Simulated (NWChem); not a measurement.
System: Ge$_{2}$H$_{6}$O; SMILES [GeH3][O][GeH3]

Input file for NWChem:

```
start job
memory heap 200 mb stack 900 mb global 1100 mb
geometry units angstroms
  Ge     1.645767    -0.213171     0.127112
  O     -0.012320    -0.236207    -0.406572
  Ge    -1.643385     0.258752    -0.048675
  H      2.288516    -1.238614    -0.751327
  H      2.184717     1.168801    -0.103932
  H      1.706701    -0.579157     1.582815
  H     -2.146267    -0.591941     1.081568
  H     -2.357565    -0.007992    -1.335123
  H     -1.652207     1.713369     0.326851
end
basis spherical
  * library 6-31g*
end
dft
  xc b3lyp
  iterations 150
end
driver
  maxiter 120
end
task dft optimize
task dft freq
```

Parts of the log:

```
             Northwest Computational Chemistry Package (NWChem) 7.3.0
             --------------------------------------------------------

 C1  symmetry detected

                             Geometry "geometry" -> ""
                             -------------------------

 Output coordinates in angstroms (scale by  1.889725989 to convert to a.u.)

  No.       Tag          Charge          X              Y              Z
 ---- ---------------- ---------- -------------- -------------- --------------
    1 Ge                  32.0000     0.04451426     1.66375914    -0.00007343
    2 O                    8.0000    -0.47122939    -0.00015497     0.00021520
    3 Ge                  32.0000     0.04451392    -1.66372238     0.00005471
    4 H                    1.0000    -1.21329358     2.39811877    -0.33911633
    5 H                    1.0000     0.55341885     1.98834863     1.37446388
    6 H                    1.0000     1.12006437     1.85276079    -1.03167425
    7 H                    1.0000     0.58059036    -1.98050459    -1.36606726
    8 H                    1.0000    -1.21972777    -2.39979398     0.30996667
    9 H                    1.0000     1.09988120    -1.85886611     1.05130494

 Effective nuclear repulsion energy (a.u.)     423.6401032017

                                Z-matrix (autoz)
                                --------

 Units are Angstrom for bonds and degrees for angles

      Type          Name      I     J     K     L     M      Value
      ----------- --------  ----- ----- ----- ----- ----- ----------
    1 Stretch                  1     2                       1.74201
    2 Stretch                  1     4                       1.49543
    3 Stretch                  1     5                       1.50123
    4 Stretch                  1     6                       1.50224
    5 Stretch                  2     3                       1.74168
    6 Stretch                  3     7                       1.50134
    7 Stretch                  3     8                       1.49538
    8 Stretch                  3     9                       1.50233
    9 Bend                     1     2     3               145.55414
   10 Bend                     2     1     4               102.71332
   11 Bend                     2     1     5               107.86247
   12 Bend                     2     1     6               109.40578
   13 Bend                     2     3     7               107.89986
   14 Bend                     2     3     8               102.69658
   15 Bend                     2     3     9               109.39157
   16 Bend                     4     1     5               112.73905
   17 Bend                     4     1     6               112.62664
   18 Bend                     5     1     6               111.02933
   19 Bend                     7     3     8               112.74283
   20 Bend                     7     3     9               111.00699
   21 Bend                     8     3     9               112.64043
   22 Torsion                  1     2     3     7         -72.95340
   23 Torsion                  1     2     3     8         167.75781
   24 Torsion                  1     2     3     9          47.91456
   25 Torsion                  3     2     1     4         166.53960
   26 Torsion                  3     2     1     5         -74.18403
   27 Torsion                  3     2     1     6          46.69678

                           NWChem Geometry Optimization
                           ----------------------------

[...]

      ----------------------
      Optimization converged
      ----------------------

  Step       Energy      Delta E   Gmax     Grms     Xrms     Xmax
  ---- ---------------- -------- -------- -------- -------- --------
@   13   -4232.36186398 -6.6D-08  0.00001  0.00001  0.00044  0.00106
                                     ok       ok       ok       ok

                                Z-matrix (autoz)
                                --------

 Units are Angstrom for bonds and degrees for angles

      Type          Name      I     J     K     L     M      Value     Gradient
      ----------- --------  ----- ----- ----- ----- ----- ---------- ----------
    1 Stretch                  1     2                       1.79823   -0.00001
    2 Stretch                  1     4                       1.54367   -0.00001
    3 Stretch                  1     5                       1.55247    0.00000
    4 Stretch                  1     6                       1.55249    0.00000
    5 Stretch                  2     3                       1.79823   -0.00001
    6 Stretch                  3     7                       1.55248   -0.00000
    7 Stretch                  3     8                       1.54367   -0.00001
    8 Stretch                  3     9                       1.55248    0.00000
    9 Bend                     1     2     3               124.11897   -0.00001
   10 Bend                     2     1     4               105.41459    0.00001
   11 Bend                     2     1     5               109.85998    0.00000
   12 Bend                     2     1     6               109.86084    0.00000
   13 Bend                     2     3     7               109.86099    0.00000
   14 Bend                     2     3     8               105.41435    0.00001
   15 Bend                     2     3     9               109.86023    0.00000
   16 Bend                     4     1     5               110.99838   -0.00000
   17 Bend                     4     1     6               111.00043   -0.00000
   18 Bend                     5     1     6               109.63166   -0.00001
   19 Bend                     7     3     8               111.00213   -0.00000
   20 Bend                     7     3     9               109.63184   -0.00001
   21 Bend                     8     3     9               110.99634   -0.00000
   22 Torsion                  1     2     3     7         -60.15425    0.00000
   23 Torsion                  1     2     3     8        -179.81628    0.00000
   24 Torsion                  1     2     3     9          60.52894   -0.00000
   25 Torsion                  3     2     1     4         179.79606   -0.00000
   26 Torsion                  3     2     1     5         -60.54673    0.00000
   27 Torsion                  3     2     1     6          60.13598   -0.00000

                         Geometry "geometry" -> "geometry"
                         ---------------------------------

[...]

 Rotational Constants
 --------------------
 A=   0.743502 cm-1  (  1.069710 K)
 B=   0.041561 cm-1  (  0.059796 K)
 C=   0.040591 cm-1  (  0.058401 K)

 Temperature                      =   298.15K
 frequency scaling parameter      =   1.0000

 Zero-Point correction to Energy  =   31.383 kcal/mol  (  0.050012 au)
 Thermal correction to Energy     =   35.381 kcal/mol  (  0.056383 au)
 Thermal correction to Enthalpy   =   35.973 kcal/mol  (  0.057327 au)

 Total Entropy                    =   82.737 cal/mol-K
   - Translational                =   41.279 cal/mol-K (mol. weight = 169.8857)
   - Rotational                   =   26.644 cal/mol-K (symmetry #  =        1)
   - Vibrational                  =   14.814 cal/mol-K

 Cv (constant volume heat capacity) =   20.926 cal/mol-K
   - Translational                  =    2.979 cal/mol-K
   - Rotational                     =    2.979 cal/mol-K
   - Vibrational                    =   14.967 cal/mol-K

[normal modes left out]

 ----------------------------------------------------------------------------
 Normal Eigenvalue ||           Projected Infra Red Intensities
  Mode   [cm**-1]  || [atomic units] [(debye/angs)**2] [(KM/mol)] [arbitrary]
 ------ ---------- || -------------- ----------------- ---------- -----------
    1        0.000 ||    0.000001           0.000         0.001       0.000
    2        0.000 ||    0.000069           0.002         0.068       0.010
    3        0.000 ||    0.000047           0.001         0.046       0.007
    4        0.000 ||    0.000073           0.002         0.071       0.011
    5        0.000 ||    0.000069           0.002         0.067       0.010
    6        0.000 ||    0.002459           0.057         2.397       0.360
    7       68.473 ||    0.002893           0.067         2.820       0.424
    8       74.413 ||    0.000000           0.000         0.000       0.000
    9      119.370 ||    0.000470           0.011         0.458       0.069
   10      472.536 ||    0.003305           0.076         3.222       0.484
   11      602.208 ||    0.000940           0.022         0.916       0.138
   12      610.994 ||    0.000000           0.000         0.000       0.000
   13      641.854 ||    0.074454           1.718        72.581      10.913
   14      675.190 ||    0.071670           1.653        69.868      10.505
   15      781.781 ||    0.666091          15.367       649.339      97.630
   16      860.398 ||    0.000000           0.000         0.000       0.000
   17      864.350 ||    0.095708           2.208        93.301      14.028
   18      867.566 ||    0.011504           0.265        11.214       1.686
   19      867.653 ||    0.038628           0.891        37.656       5.662
   20      891.882 ||    0.071915           1.659        70.107      10.541
   21      900.666 ||    0.000833           0.019         0.812       0.122
   22     2087.409 ||    0.043291           0.999        42.202       6.345
   23     2094.751 ||    0.000006           0.000         0.006       0.001
   24     2100.061 ||    0.125126           2.887       121.979      18.340
   25     2102.847 ||    0.354964           8.189       346.036      52.027
   26     2137.899 ||    0.127477           2.941       124.271      18.684
   27     2140.922 ||    0.150117           3.463       146.342      22.003
 ----------------------------------------------------------------------------
```

Level: B3LYP/6-31G* (spherical d). The printed entropy takes a lower symmetry number than the molecule has.
